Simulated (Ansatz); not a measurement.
CH7ClOSi2 can be A, `CO[SiH2][SiH2]Cl`, or B, `O[SiH]([SiH3])CCl`.

Isolated molecules relaxed with PBE0-D4/def2-TZVP in Ansatz; ΔE leaves out vibrations. CBS: MP2 limit from def2 TZ/QZ plus the TZ coupled-cluster correction, frozen cores. Functionals use def2-TZVPP. B3LYP here is the variant with VWN-RPA as its local correlation; programs differ in this. Each species was taken in one conformer, which may not be the lowest.

A:

Z-matrix (Å, degrees):
```
C
O 1 1.411
H 1 1.091 2 108.3
H 1 1.096 2 111.3 3 -119.3
H 1 1.096 2 111.3 3 119.3
Si 2 1.645 1 122.8 3 -180.0
Si 6 2.339 2 106.7 1 -179.9
H 6 1.492 2 111.1 1 -59.6
H 6 1.492 2 111.1 1 59.8
Cl 7 2.068 6 106.4 2 179.7
H 7 1.484 6 112.7 2 61.7
H 7 1.484 6 112.7 2 -62.2
```

B:

```xyz
12

O     0.199    0.861   -1.755
Si   -0.212    0.577   -0.186
Si   -1.450   -1.412   -0.145
C     1.350    0.418    0.860
Cl    2.345    1.886    0.593
H     0.817    1.582   -1.900
H    -0.988    1.708    0.397
H    -0.635   -2.545   -0.661
H    -2.683   -1.285   -0.965
H    -1.841   -1.713    1.260
H     1.135    0.359    1.928
H     1.962   -0.438    0.576
```

Which is lower in electronic energy at CCSD(T)/CBS, and by how much? (Estimate.)

Ansatz gave: A, by 59.9 kJ/mol.

Give E(B) − E(A) in kJ/mol with MP2/def2-TZVPP, B3LYP, B2PLYP, PBE-D4, r2SCAN-D4, ωB97M-V, HF/def2-TZVPP. (Best estimate.)

Computed: MP2/def2-TZVPP 60.8, B3LYP 68.7, B2PLYP 66.3, PBE-D4 55.2, r2SCAN-D4 61.1, ωB97M-V 61.4, HF/def2-TZVPP 85.2. None reverses the order clearly.

Largest T1 diagnostic: 0.011.

The D4 term adds −3.5 kJ/mol with B3LYP and −1.9 kJ/mol with PBE0; it sums over pairs of atoms, weighted by their polarisabilities, and B3LYP, whose exchange is more repulsive, gets the larger term. From PBE to PBE0 (25 % exact exchange), in def2-TZVPP and without D4, E(B) − E(A) moves by +3.9 kJ/mol.
